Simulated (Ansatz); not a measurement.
The cluster Pb3⁺. Total charge 1; doublet. Geometry PBE0-D4/def2-SVP; atoms count from 1.

Cartesian coordinates in Å:
```
Pb -1.820 0.717 -0.363
Pb 0.137 -0.596 1.440
Pb 1.683 -0.120 -1.077
```

In the def2 sets Pb takes a core potential; there is no spin–orbit coupling. The charge 1 doublet is spin-contaminated (final ⟨S²⟩ up to 1.24, 0.75 for a pure state). The geometry of the doublet was relaxed on an unsound state (⟨S²⟩ 1.19, where a pure state has 0.75). At PBE0-D4/def2-TZVP a quartet of charge 1 lies 0.28 eV below the doublet, each at its own geometry. The structure comes from a short search, and lower isomers may exist.

(1) Estimate the Mulliken populations from the PBE0/def2-TZVP orbitals of Ansatz.

(2) Where does the spin sit?

(3) And the Mayer bond orders between bonded heavy atoms (over 0.3)?

Results:

(1) 
```
atom  charge (e)  spin (α − β)
 Pb1        0.39          0.72
 Pb2        0.20          0.51
 Pb3        0.40         -0.24
```
Mulliken values and Mayer orders depend strongly on the basis.

(2) Summed by element: Pb 1.00, of 1 unpaired in all. Largest on single atoms: Pb1 0.72, Pb2 0.51, Pb3 -0.24.

(3) Pb1–Pb2 1.19 (2.97 Å); Pb2–Pb3 1.13 (2.99 Å). Values over 0.3 also appear between atoms too far apart for a bond (Pb1–Pb3 0.76 at 3.67 Å); they arise where an orbital or an unpaired electron spreads over both atoms.
